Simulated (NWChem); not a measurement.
# Atomisation of C3H6OSi

```
C
H 1 1.1036
O 1 1.4648 2 110.02
C 3 1.3693 1 86.88 2 -118.61
C 4 1.3440 3 98.93 1 1.16
H 5 1.0861 4 137.67 3 -179.65
H 4 1.0923 5 140.04 6 -0.98
Si 1 1.9000 2 113.26 3 121.95
H 8 1.4906 1 108.46 2 -175.29
H 8 1.4934 9 110.30 1 -120.82
H 8 1.4953 9 109.94 10 -120.00
```
Charge 0, spin multiplicity 1.

Everything below was run with NWChem. The geometry was optimised at PBE0/def2-SVP, a minimum by its harmonic frequencies. It is one conformer; others weren't searched.

Basis set: def2-TZVP. The atomisation energy is electronic alone: no zero-point, thermal, spin-orbit or counterpoise terms. No value is extrapolated to the basis-set limit. Free atoms are single determinants with multiplicities Si 3, C 3, O 3, H 2.

B3LYP has NWChem's definition, with VWN1-RPA local correlation. The structure started from a generated list of species. No SCF solution was tested for a lower state.

**Question.** For the atomisation energy, PBE0 gives 1007.3 kcal/mol and M06-2X gives 1006.0 kcal/mol. What do B3LYP, BP86, TPSS give?

**Answer.** B3LYP: 995.9 kcal/mol; BP86: 1035.4 kcal/mol; TPSS: 1015.8 kcal/mol.
